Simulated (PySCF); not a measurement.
isobutene (C₄H₈), singlet, at a GFN2-xTB geometry. Base run: MP2/6-31G** run with PySCF.

Here is a job for PySCF.
```python
from pyscf import gto, scf, mp

mol = gto.Mole()
mol.atom = '''
    C    -0.00358310   -0.00726810    1.44953113
    C    -0.00031404   -0.00063701    0.12704302
    H    -0.00279626    0.90390212    2.02374365
    H    -0.00718605   -0.92415062    2.01456675
    C     0.00471228    1.26727735   -0.67219236
    H     0.00522655    2.14004904   -0.02485143
    H     0.88583506    1.30548006   -1.31233657
    H    -0.87305594    1.30972549   -1.31666310
    C    -0.00135772   -1.26047284   -0.68488177
    H    -0.00505058   -2.13969210   -0.04633590
    H    -0.87930414   -1.29223249   -1.32972503
    H     0.87958687   -1.29647792   -1.32539850
'''
mol.basis = '6-31g**'
mol.verbose = 4
mol.build()

mf = scf.RHF(mol)
mf.kernel()

pt = mp.MP2(mf)
pt.kernel()
print('E(MP2) = %.10f' % pt.e_tot)
```

Each row names what was changed in the base input (with any setting that the change needs).

```csv
change,ΔE vs base (mEh),MP2 correlation (Eh),basis functions,core-seconds (rough)
base,0.000,-0.57369,96,2
density fitting = JK and correlation,0.204,-0.57353,96,0.6
frozen = 3,8.475,-0.56521,96,2
method = cisd,…,-,96,10
method = ccsd,-50.621,-0.57369,96,20
frozen = 5,66.123,-0.50757,96,2
cart = on,-14.906,-0.58841,100,2
frozen = 4,11.280,-0.56241,96,2
method = ccsd(t),…,-0.57369,96,40
```

Question: Fill in the missing entries.

Answer: 
- method = cisd, ΔE vs base (mEh): 38.937
- method = ccsd(t), ΔE vs base (mEh): -70.026
